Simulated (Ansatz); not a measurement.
Reaction (cleavage of the B–Si bond): `[SiH3]B(Cl)Cl` + CH₃SH → `CSB(Cl)Cl` + SiH₄

Isolated molecules relaxed with PBE0-D4/def2-TZVP in Ansatz; ΔE leaves out vibrations. CCSD(T)/CBS adds triple-zeta CCSD(T) − MP2 to the extrapolated MP2 energy (def2 sets, frozen cores). This one scheme is used for every species. DFT in def2-TZVPP. HSE06 is defined as in plane-wave codes. One conformer a species, not always the lowest.

```json
{"level": "r2SCANh-D4", "ΔE (kJ/mol)": "-100.4"}
{"level": "HSE06-D4", "ΔE (kJ/mol)": "-95.6"}
{"level": "CAM-B3LYP-D4", "ΔE (kJ/mol)": "-96.6"}
{"level": "r2SCAN", "ΔE (kJ/mol)": "-99.9"}
{"level": "RPA@PBE/def2-TZVPP", "ΔE (kJ/mol)": "-93.4"}
{"level": "MP2/def2-SVP", "ΔE (kJ/mol)": "-115.4"}
{"level": "MP2/def2-TZVPP", "ΔE (kJ/mol)": "-108.0"}
{"level": "HF/def2-QZVPP", "ΔE (kJ/mol)": "-89.0"}
```

(1) What does CCSD(T)/CBS give? (Best estimate.)

Largest T1 diagnostic among the species: 0.013.

Results:

(1) The calculation gave: -96.0 kJ/mol. The listed levels differ from it by -4.4, 0.4, -0.6, -3.9, 2.6, -19.4, -12.0, 7.0 kJ/mol.

Leaving LDA and LC-ωPBE aside and taking each functional with its dispersion term where it has one, the values, not all of them listed here, spread over 7.0 kJ/mol, from B97M-V to ωB97X-V. LDA lies −9.1 kJ/mol from PBE without D4. The D4 term adds −5.3 kJ/mol with B3LYP and −2.7 kJ/mol with PBE0; it sums over pairs of atoms, weighted by their polarisabilities, and B3LYP, whose exchange is more repulsive, gets the larger term. At CCSD(T), def2-SVP lies −9.4 kJ/mol from the extrapolated value and def2-TZVPP −0.6 kJ/mol.

B3LYP here is the variant with VWN-RPA as its local correlation; programs differ in this.
